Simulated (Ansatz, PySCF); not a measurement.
C₅H₁₅OSi₂, doublet, at a GFN2-xTB geometry. Base run: CCSD(T)/STO-3G (PySCF).

Input for PySCF:
```python
from pyscf import gto, scf, cc

mol = gto.Mole()
mol.atom = '''
    C     2.235915    1.874304    0.247243
    Si    1.860514    0.101937   -0.350616
    C     2.370470   -1.203450    0.943911
    O     0.251112   -0.016417   -0.606271
    Si   -1.312239   -0.152322   -0.158675
    C    -2.336264    0.582332   -1.581180
    C    -1.692319   -1.999344    0.099553
    C    -1.594805    0.816812    1.458196
    H     1.904052    2.615982   -0.472401
    H     3.298405    2.020136    0.412787
    H     1.718788    2.069317    1.185747
    H     3.437210   -1.175621    1.140726
    H     2.116052   -2.207101    0.617929
    H     1.850302   -1.019618    1.883343
    H    -2.143777    0.060187   -2.513002
    H    -2.099781    1.629958   -1.739304
    H    -3.399512    0.511113   -1.375986
    H    -1.111397   -2.413495    0.918364
    H    -2.741263   -2.160905    0.326370
    H    -1.455511   -2.573591   -0.790973
    H    -2.634096    0.779174    1.769306
    H    -0.996029    0.414514    2.270645
    H    -1.326161    1.862748    1.340354
'''
mol.basis = 'sto-3g'
mol.charge = 0
mol.spin = 1
mol.verbose = 3
mol.build()

mf = scf.UHF(mol)
mf.kernel()

mycc = cc.CCSD(mf)
mycc.kernel()
et = mycc.ccsd_t()
print('E(CCSD(T)) = %.10f' % (mycc.e_tot + et))
```

The same geometry, method and basis name were run in Ansatz (a quantum-chemistry and plane-wave program) and PySCF, at each program's defaults and at the settings that a row names. The base is PySCF at its defaults. Differences at the defaults can come from grids, fitting, cores and function types together.

```json
[
 {"code and settings": "PySCF, defaults (exact integrals, spherical functions, all electrons correlated)", "ΔE vs base (mEh)": "0.000", "basis functions": "63", "E (Eh)": "-841.39956", "SCF cycles": "12", "SCF-reference dipole (D)": "0.45"},
 {"code and settings": "Ansatz, defaults (factorised integrals, spherical functions, frozen core)", "ΔE vs base (mEh)": "8.809", "basis functions": "63", "E (Eh)": "-841.39075", "SCF cycles": "-", "SCF-reference dipole (D)": "-"},
 {"code and settings": "PySCF, frozen core", "ΔE vs base (mEh)": "8.766", "basis functions": "63", "E (Eh)": "-841.39079", "SCF cycles": "12", "SCF-reference dipole (D)": "0.45"},
 {"code and settings": "Ansatz, high accuracy, frozen core", "ΔE vs base (mEh)": "8.766", "basis functions": "63", "E (Eh)": "-841.39079", "SCF cycles": "-", "SCF-reference dipole (D)": "-"}
]
```

Open shells are given as the SCF converged; they aren't shown to be the lowest states, and a large step between rows can be another state.
